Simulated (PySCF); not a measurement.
Species: C3H7FOSi.
Numbering: `[CH3:1][Si@@H:2]1[O:3][CH2:4][C@@H:5]1[F:6]` (hydrogens: H7, H8, H9 on C1; H10 on Si2; H11, H12 on C4; H13 on C5)

A GFN2-xTB structure with every atom displaced at random (by about 0.01 Å) was refined with PBE0-D3(BJ)/def2-SVP geometry optimisation, gas phase (PySCF 2.14.0). Values at the start:

```
  coordinate    start
      C1–Si2  1.874 Å
       C1–H7  1.066 Å
      Si2–O3  1.653 Å
      Si2–C5  1.928 Å
     Si2–H10  1.457 Å
       O3–C4  1.470 Å
       C4–C5  1.532 Å
      C4–H11  1.098 Å
      C4–H12  1.062 Å
       C5–F6  1.384 Å
      C5–H13  1.090 Å
   C1–Si2–O3   114.0°
   C1–Si2–C5   116.9°
   Si2–O3–C4    98.3°
   Si2–C5–C4    85.4°
   Si2–C5–F6   117.5°
   O3–Si2–C5    78.2°
    O3–C4–C5    98.1°
    C4–C5–F6   113.1°
C1–Si2–O3–C4    -115°
C1–Si2–C5–C4     112°
 O3–C4–C5–F6     117°
```

Question: How do these coordinates change at the PBE0-D3(BJ)/def2-SVP level?

Answer: 
```csv
coordinate,PBE0-D3(BJ)/def2-SVP (Å or °),change
Si2–O3,1.698,+0.045
C4–H12,1.104,+0.042
Si2–H10,1.494,+0.037
O3–C4,1.434,-0.036
C1–H7,1.100,+0.034
Si2–C5,1.911,-0.017
C1–Si2,1.858,-0.016
C5–H13,1.101,+0.011
C4–C5,1.540,+0.008
C4–H11,1.104,+0.006
C5–F6,1.380,-0.004
O3–C4–C5,102.5,+4.4
Si2–O3–C4,94.6,-3.7
Si2–C5–F6,114.9,-2.6
Si2–C5–C4,83.2,-2.2
O3–Si2–C5,79.7,+1.5
C1–Si2–C5,115.3,-1.6
C1–Si2–O3,115.4,+1.4
C4–C5–F6,112.7,-0.4
O3–C4–C5–F6,114,-3
C1–Si2–O3–C4,-113,+2
C1–Si2–C5–C4,113,+1
```

The energy falls by 21.4 kJ/mol over 7 energy and gradient evaluations, the largest force component goes from 0.0552 to 2.2e-04 Eh/bohr, and the atoms move by 0.067 Å rms after alignment. The bond that changes most is Si2–O3 (oxygen-bound silicon to silyl ether oxygen), which lengthens by 0.045 Å. Bonds longer at the end by more than 0.005 Å: 8 of 13; shorter: 4. Rotational constants go from 3868, 2673, 1896 to 3758, 2805, 1932 MHz.

The run used 123 basis functions and 46 SCF cycles in all. Time: 58 s; peak memory 0.54 GiB. Hardware: an Intel Xeon Platinum 8259CL at 2.50 GHz with one thread, shared host with 96 logical CPUs at a one-minute load of 62.

PBE0-D3(BJ)/def2-SVP frequencies: not computed here.
